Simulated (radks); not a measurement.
Ce XLVII, configuration [Ne] 3s2. Method: Dirac Kohn-Sham, BLYP, spin-unpolarised, spherical densities, finite nucleus; Fermi nuclear charge, rms radius 4.8771 fm; computed with a radial shooting solver on a logarithmic mesh with Libxc functionals.

Spin-orbit splittings of the eigenvalues, e(l+1/2) - e(l-1/2), with zeta = 2 splitting/(2l+1) and mean radii in bohr:

| shell | occ. | splitting (eV) | zeta (eV) | <r> j=l-1/2 | <r> j=l+1/2 |
|---|---|---|---|---|---|
| 2p | 6 | 463.3 | 308.9 | 0.08631 | 0.09222 |
| 3p | 0 | 121.4 | 80.91 | 0.2342 | 0.2428 |
